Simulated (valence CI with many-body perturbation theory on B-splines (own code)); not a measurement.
Level structure of Os⁴⁺

Level of theory: valence CI with perturbative core correlation (CI+MBPT): four valence electrons over a frozen Dirac-Fock core [Xe] 4f14, a basis of 7 s, 7 p, 8 d, 6 f, 4 g, 1 h functions for each j, with the one-electron correlation potential Σ1 (screened to all orders), the two-electron term Σ2, the three-electron term Σ3, Breit, model QED; selected single and double excitations, second order for the rest, scaled by the run's own slope (own B-spline code, finite nucleus).

Against 56 measured levels this calculation errs by 798 cm⁻¹ on average and by 2333 at most. These come from a selection out of Palmeri et al., Atoms 14, 22 (2026). Levels without a partner in it may be off by more, other configurations by 1,000 to 8,000 cm⁻¹. Among the levels kept, up to 310 cm⁻¹ of a level comes from second order outside the variational space, and about a tenth of that is noise between levels of different J, which matters for small intervals.

Levels 181 to 196 of 196, with energies above the lowest level, 5d4 5D_0. "Leading %" is the weight of the configuration and term that name the level; weights of strongly mixed levels are sums over their largest components and can fall short. Lifetimes count E1, E2, E3, M1 and M2 decay at the calculated energies, and are blank where another channel may lead or the interval is too uncertain; long ones can be off by a factor of two.

| No. | Configuration | Term | J | E (cm⁻¹) | Leading % | Lifetime | Second component |
| --- | --- | --- | --- | --- | --- | --- | --- |
| 181 | 5d3.6p | 1F° | 3 | 207980 | 36 | 198 ps | 24 % 5d3.6p 3F° |
| 182 | 5d3.6p | 1D° | 2 | 209460 | 45 | 203 ps | 21 % 5d3.6p 3F° |
| 183 | 5d3.6p | 1D° | 2 | 218210 | 52 | 190 ps | 26 % 5d3.6p 3F° |
| 184 | 5d3.6p | 3D° | 3 | 218240 | 54 | 197 ps | 34 % 5d3.6p 3F° |
| 185 | 5d2.6s.6p | 5G° | 2 | 219090 | 73 | 1.24 ns | 15 % 5d2.6s.6p 3F° |
| 186 | 5d3.6p | 3F° | 4 | 220730 | 82 | 290 ps | 6 % 5d3.6p 1G° |
| 187 | 5d3.6p | 3P° | 2 | 221880 | 53 | 232 ps | 28 % 5d3.6p 3D° |
| 188 | 5d3.6p | 3P° | 1 | 222410 | 62 | 214 ps | 18 % 5d3.6p 3D° |
| 189 | 5d3.6p | 1F° | 3 | 223380 | 62 | 221 ps | 20 % 5d3.6p 3F° |
| 190 | 5d3.6p | 3P° | 0 | 223420 | 95 | 246 ps |  |
| 191 | 5d2.6s2 | 1S | 0 | 223630 | 87 | 168 ns | 8 % 5d2.6s2 3P |
| 192 | 5d2.6s.6p | 5G° | 3 | 224250 | 66 | 1.02 ns | 12 % 5d2.6s.6p 3F° |
| 193 | 5d2.6s.6p | 5F° | 1 | 226240 | 69 | 213 ps | 16 % 5d2.6s.6p 3D° |
| 194 | 5d3.6p | 1P° | 1 | 227910 | 67 | 180 ps | 15 % 5d3.6p 3P° |
| 195 | 5d2.6s.6p | 5F° | 2 | 228260 | 49 | 214 ps | 17 % 5d2.6s.6p 3D° |
| 196 | 5d2.6s.6p | 5G° | 4 | 232470 | 73 | 760 ps | 13 % 5d2.6s.6p 5F° |

Names give the largest LS component (configuration and term), which can be under half, so a name can repeat, a term be missing and a line seem to break the LS rules; names also repeat where a configuration has a term twice.

Where two levels of one J and parity lie close, their mixing, g and order are uncertain.
